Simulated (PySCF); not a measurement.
Phosphorus tribromide, PBr₃.
SMILES: `BrP(Br)Br`

The calculation used PySCF 2.14.0, PBE0-D3(BJ)/def2-SVP geometry optimisation, gas phase.

Take the most abundant isotopes and a rigid rotor. 

(1) Give the principal moments of inertia and the rotational constants in cm⁻¹.

(2) Classify the top.

(3) Is it planar, by Δ = Ic − Ia − Ib?

(4) Give the other two planar moments, Paa and Pbb, and the rms extents of the mass along the axes.

(5) Where do the R-branch lines fall?

(6) Estimate the classical rotational partition function at 25 K, 50 K and 200 K.

## Answers

(1) Ia = 498.27, Ib = 500.66, Ic = 943.65 u·Å²; 505379 MHz·u·Å²/I gives 1014, 1009 and 535.6 MHz, that is A = 0.03383, B = 0.03367, C = 0.01786 cm⁻¹.

(2) An oblate symmetric top, as the point group C3v requires two equal moments; the computed ones differ by 0.48 % because the geometry is symmetric only within the optimiser's tolerance. Ray's parameter κ = (2B − A − C)/(A − C) = 0.980; −1 is the prolate and +1 the oblate limit.

(3) Not planar: Δ = Ic − Ia − Ib = -55.28 u·Å². For a rigid frame Δ = −2 Σ m c², so Σ m c² = 27.64 u·Å² lies off the ab plane. The atom farthest from that plane is 0.89 Å away.

(4) Paa = Σ m a² = (Ib + Ic − Ia)/2 = 473.02 and Pbb = Σ m b² = (Ia + Ic − Ib)/2 = 470.63 u·Å². With the mass M = 267.73 u, the rms extents √(P/M) along a, b and c are 1.33, 1.33, 0.32 Å.

(5) The dipole of 0.44 D lies along the symmetry axis, so ΔK = 0 and J+1 ← J falls at 2B(J+1) for every K: 2.02 GHz, 4.05 GHz, 6.07 GHz, 8.09 GHz, 10.12 GHz for J = 0 to 4.

(6) Point group C3v, symmetry number σ = 3; q = (√π/σ)·√((kT/h)³/(ABC)), k/h = 20836.6 MHz/K: 9490 at 25 K, 26800 at 50 K, 215000 at 200 K.

PBE0-D3(BJ)/def2-SVP frequencies: not computed here. No vibrational averaging or centrifugal distortion is included, and the geometry carries the error of its method.

Hardware: Intel Xeon Platinum 8488C, one thread, shared host. Cost: 39 s of wall time, 0.51 GiB resident at most. These figures are those of the optimisation.
